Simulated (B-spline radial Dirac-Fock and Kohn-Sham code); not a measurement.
## Relativistic shifts of the levels of Au⁴⁺

System: gold as Au⁴⁺ in the configuration [Xe] 4f14 5d7.

Both columns are ΔSCF binding energies of the configuration average from a radial atomic solver: non-relativistic Hartree-Fock with a point nucleus, and Dirac-Fock with a finite nucleus and the Coulomb interaction alone, averaged over the two j levels with weights 2j+1.

| shell | Hartree-Fock (eV) | Dirac-Fock (eV) | shift (eV) | shift (%) |
| --- | --- | --- | --- | --- |
| 1s | 73630.7 | 81219.2 | +7588.51 | +10.31 |
| 2s | 12445.4 | 14481.3 | +2035.86 | +16.36 |
| 2p | 11944.4 | 12629.7 | +685.37 | +5.74 |
| 3s | 3000.0 | 3509.3 | +509.33 | +16.98 |
| 3p | 2763.9 | 2956.6 | +192.65 | +6.97 |
| 4s | 706.1 | 834.6 | +128.52 | +18.20 |
| 4p | 603.3 | 649.1 | +45.89 | +7.61 |
| 4f | 161.6 | 146.9 | -14.67 | -9.08 |
| 5s | 153.2 | 177.3 | +24.08 | +15.72 |
| 5p | 117.7 | 124.5 | +6.79 | +5.77 |
| 5d | 62.67 | 61.05 | -1.63 | -2.60 |

Relativity binds 1s, 2s, 2p, 3s, 3p, 4s, 4p, 5s, 5p more strongly, among those listed most of all 4s in relative terms, and 4f, 5d more weakly, because the contracted s and p shells screen the nucleus better.

Values without a named source are computed, but for edge energies of neutral atoms, which are taken from tables.
